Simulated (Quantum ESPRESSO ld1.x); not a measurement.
Values are calculated unless marked as measured or tabulated.
Task: These are the eigenvalues of the occupied orbitals of an atom or ion with whole-number occupations (eV). Code: ld1.x of Quantum ESPRESSO 7.5. Model: Dirac Kohn-Sham, revPBE, spin-unpolarised, spherical densities, point nucleus.

| orbital | eigenvalue |
|---|---|
| 1s1/2 | -300.613 |

Which element is it, and in what charge state? The configuration may be excited. Open shells, if any, fill j = l - 1/2 first.

Result: Z = 5, boron, charge +4: B4+ in 1s1. The 1s level, -11.047 hartree, gives Z - s = 4.7 by -(Z - s)^2/2, which with screening and relativity narrows Z to a few neighbours, and the depths must fix Z and the occupations together.
